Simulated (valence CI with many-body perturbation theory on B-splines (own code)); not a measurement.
The numbers below are computed, except where a source is named.
**Ladder of approximations for Te II**

Method: valence CI with perturbative core correlation (CI+MBPT): five valence electrons over a frozen Dirac-Fock core [Kr] 4d10, radial functions for each j: 9 s, 9 p, 8 d, 6 f, 3 g, 1 h, with the one-electron correlation potential Σ1, the two-electron term Σ2, the three-electron term Σ3, Breit, model QED; selected CI, second order for the rest, scaled by the run's own slope (own B-spline code, finite nucleus).

Set against measurement, 14 paired levels are off by 107 cm⁻¹ on average, the worst by 342. These come from a selection out of the NIST Handbook of Basic Atomic Spectroscopic Data. Levels without a partner in it may be off by more. Among the levels kept, up to 1100 cm⁻¹ of a level comes from second order outside the variational space, and about a tenth of that is noise between levels of different J, which matters for small intervals.

Each rung adds one term. CI alone is the Dirac-Coulomb CI over the frozen core; QED comes last and gives the full result, which names the levels. Energies are above 5s²5p³ ⁴S°_3/2 on the same rung, in cm⁻¹. A blank means that the level has no clear partner on that rung.

Names give the largest LS component (configuration and term), which can be under half, so a name can repeat, a term be missing and a line seem to break the LS rules; names also repeat where a configuration has a term twice. Letters in brackets count levels of one name in rising energy.

```tsv
Level	CI alone
5s²5p³ ²D°_3/2	10413
5s²5p³ ²D°_5/2	12375
5s²5p³ ²P°_1/2	20487
5s²5p³ ²P°_3/2	23517
5s5p⁴ ⁴P_5/2	66474
5s5p⁴ ⁴P_3/2	69853
5s5p⁴ ⁴P_1/2	71265
5s²5p²6s ⁴P_1/2	76804
5s²5p²6s ²P_1/2	81676
5s²5p²5d ⁴F_5/2	81735
5s²5p²5d ⁴F_3/2	81996
5s5p⁴ ²D_3/2	83389
5s²5p²5d ⁴F_7/2	84525
5s²5p²5d ⁴D_1/2 [a]	85486
5s²5p²5d ²F_5/2	85698
```

Question: What do these energies become with core correlation, Breit and QED?

Answer: 5s²5p³ ²D°_3/2 10213 (-200); 5s²5p³ ²D°_5/2 12392 (+18); 5s²5p³ ²P°_1/2 20526 (+39); 5s²5p³ ²P°_3/2 24002 (+485); 5s5p⁴ ⁴P_5/2 70853 (+4379); 5s5p⁴ ⁴P_3/2 74551 (+4698); 5s5p⁴ ⁴P_1/2 75989 (+4724); 5s²5p²6s ⁴P_1/2 78502 (+1698); 5s²5p²6s ²P_1/2 83671 (+1995); 5s²5p²5d ⁴F_5/2 84920 (+3185); 5s²5p²5d ⁴F_3/2 85069 (+3073); 5s5p⁴ ²D_3/2 86663 (+3274); 5s²5p²5d ⁴F_7/2 87763 (+3238); 5s²5p²5d ⁴D_1/2 [a] 88661 (+3175); 5s²5p²5d ²F_5/2 88814 (+3115).

Question: How does the ionisation energy move along the ladder, and which term matters most?

Answer: CI alone 17.925, + Σ1 18.525, + Σ2 18.199, + Σ3 18.191, + Breit 18.194, + QED 18.197 eV. The largest step is Σ1, 0.600 eV. NIST lists 18.6 ± 0.4 eV (measured).
